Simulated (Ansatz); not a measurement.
`[OH][GaH2]` + `CCNC=S` → `CC[NH][GaH2]` + `OC=S`  (formal exchange of groups at a Ga–O bond)

Gas-phase electronic energies from Ansatz, PBE0-D4/def2-TZVP geometries. CBS: MP2 limit from def2 TZ/QZ plus the TZ coupled-cluster correction, frozen cores. This one scheme is used for every species. Functionals use def2-TZVPP. B3LYP here is the variant with VWN-RPA as its local correlation; programs differ in this. For Ga outer-core shells are correlated without core-valence functions, which leaves a few kJ/mol of doubt a bond. Scalar relativity is left out up to krypton. One conformer a species, not always the lowest.

Task: Is it downhill or uphill in electronic energy at CCSD(T)/CBS, and by how much? (An estimate is asked.)

Result: Ansatz gave: Uphill: ΔE = +18.1 kcal/mol.

Task: What do these levels give: r2SCAN-D4, B3LYP-D4, ωB97X-V, PBE, r2SCAN, PBE0, SCS-MP2/def2-TZVPP, CCSD/def2-TZVPP, HF/def2-QZVPP, MP2/def2-QZVPP, MP2/CBS(def2), CCSD/CBS(def2)? (Estimate.)

Result: The calculation gave: r2SCAN-D4 19.6, B3LYP-D4 19.2, ωB97X-V 19.3, PBE 18.5, r2SCAN 19.5, PBE0 19.4, SCS-MP2/def2-TZVPP 19.0, CCSD/def2-TZVPP 18.3, HF/def2-QZVPP 21.7, MP2/def2-QZVPP 19.4, MP2/CBS(def2) 19.5, CCSD/CBS(def2) 18.5 kcal/mol.

Largest T1 diagnostic among the species: 0.018.

From PBE to PBE0 (25 % exact exchange), in def2-TZVPP and without D4, ΔE moves by +0.9 kcal/mol. In def2-TZVPP, CCSD(T) changes the Hartree–Fock value by −3.6 kcal/mol (the triples alone add −0.4 kcal/mol) and MP2 by −2.3 kcal/mol.
